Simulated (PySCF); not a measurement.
**Frontier levels across methods**

Compound: 4-methylpyridine, C6H7N.
Z-matrix (Å and degrees, PBE0-D3(BJ)/def2-SVP geometry), rows numbered from 1:
```
C 
C   1  1.4986
C   2  1.3983  1  121.71
C   3  1.3936  2  119.40  1   178.61
N   4  1.3305  3  123.76  2     0.09
C   5  1.3303  4  117.06  3     0.05
C   6  1.3936  5  123.71  4    -0.03
H   1  1.1027  2  110.45  3   -89.22
H   1  1.0993  2  111.52  3    30.03
H   1  1.0993  2  111.52  3   151.52
H   3  1.0932  2  120.59  1    -1.58
H   4  1.0966  3  119.82  2   179.89
H   6  1.0966  5  116.44  4   179.79
H   7  1.0932  2  120.56  1     1.55
```

Basis pcSseg-1 throughout (PySCF), one geometry. Isolated species at its PBE0-D3(BJ)/def2-SVP geometry, gas phase.

Task: How do the orbital energies, the gap and the dipole change with the method?

Result: 
```
   method                    kind  HOMO (eV)  LUMO (eV)  gap (eV)  μ (D)  SCF cycles
     BLYP                     GGA      -5.60      -1.43      4.17   2.69          15
      KT3                     GGA      -5.95      -1.53      4.42   2.63          15
    B3LYP           global hybrid      -7.05      -0.86      6.19   2.76          14
     PBE0           global hybrid      -7.33      -0.68      6.65   2.79          14
 mPW1PW91           global hybrid      -7.37      -0.70      6.67   2.80          14
BHandHLYP           global hybrid      -8.36       0.42      8.78   2.81          13
CAM-B3LYP  range-separated hybrid      -8.75       0.46      9.21   2.80          13
```

The HOMO spans 3.15 eV, from BLYP down to CAM-B3LYP, and the gap runs from 4.17 eV (BLYP) to 9.21 eV (CAM-B3LYP). Over the methods BLYP (0 %), KT3 (0 %), B3LYP (20 %), PBE0 (25 %), mPW1PW91 (25 %), BHandHLYP (50 %), a straight line through the gap against the share of exact exchange rises by 0.90 eV for each 10 % (correlation coefficient 0.998). The dipole ranges from 2.63 D (KT3) to 2.81 D (BHandHLYP). This basis has no diffuse functions.

The vertical ΔSCF ionisation energy at CAM-B3LYP/def2-SVPD is 9.45 eV; −ε(HOMO) comes closest to it with CAM-B3LYP (8.75 eV).
